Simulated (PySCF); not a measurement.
Species: C₇H₆ClN.
Structure used (GFN2-xTB), in Å, numbered top down from 1:
```
atom  x, y, z in Å
Cl1    4.3742    0.4117   -0.2034
C2     2.6835    0.6356   -0.1059
C3     1.8160   -0.3727   -0.1108
C4     0.3789   -0.1586   -0.0284
C5    -0.4978   -1.2474   -0.0354
C6    -1.8584   -1.0130    0.0445
C7    -2.3081    0.2956    0.1287
C8    -1.3597    1.3098    0.1286
N9    -0.0622    1.0979    0.0534
H10    2.3637    1.6636   -0.0396
H11    2.1510   -1.3978   -0.1771
H12   -0.1125   -2.2534   -0.1025
H13   -2.5576   -1.8369    0.0397
H14   -3.3602    0.5241    0.1938
H15   -1.6551    2.3496    0.1925
```

Computed, not measured: TDDFT PBE0/def2-SVPD, vertical, gas phase, core orbitals frozen in the response (PySCF).

Ground-to-excited transition dipoles (e·a0, same axes as the geometry; the sign carries no meaning), for the states with f of 0.002 or more among the lowest 5:

```json
{"state": "S2", "E (hartree)": "0.1682", "μx": "1.762", "μy": "-0.009", "μz": "-0.089"}
{"state": "S4", "E (hartree)": "0.1905", "μx": "1.419", "μy": "0.467", "μz": "-0.048"}
{"state": "S5", "E (hartree)": "0.2199", "μx": "-0.415", "μy": "-0.397", "μz": "0.002"}
```

Q: What oscillator strength does each state have?

A: f = (2/3) ΔE |μ|² with ΔE in hartree (27.2114 eV).

| state | \|μ\|² (au) | \|μ\| (D) | f |
| --- | --- | --- | --- |
| S2 | 3.114 | 4.49 | 0.349 |
| S4 | 2.235 | 3.80 | 0.284 |
| S5 | 0.330 | 1.46 | 0.048 |

Q: Label these states by symmetry in Cs.

A: The ground state is totally symmetric, so the direction of μ fixes the label. Polarised in the mirror plane, so A′: S2, S4 and S5.

Q: What angle do the transition dipoles of S4 and S5 make?

A: |cos θ| = |μa·μb| / (|μa| |μb|) = 0.90, so θ ≈ 26° (taken between 0 and 90°, since the signs are arbitrary).

Q: What peak molar absorption coefficient would the strongest computed level give as a lone Gaussian band 0.5 eV wide at half height?

A: ε(max) = 2.175×10⁸ f / FWHM, with the width in cm⁻¹. S2: 2.175×10⁸ × 0.3492 / 4033 ≈ 19000 L mol⁻¹ cm⁻¹.

One conformer stands for the species.
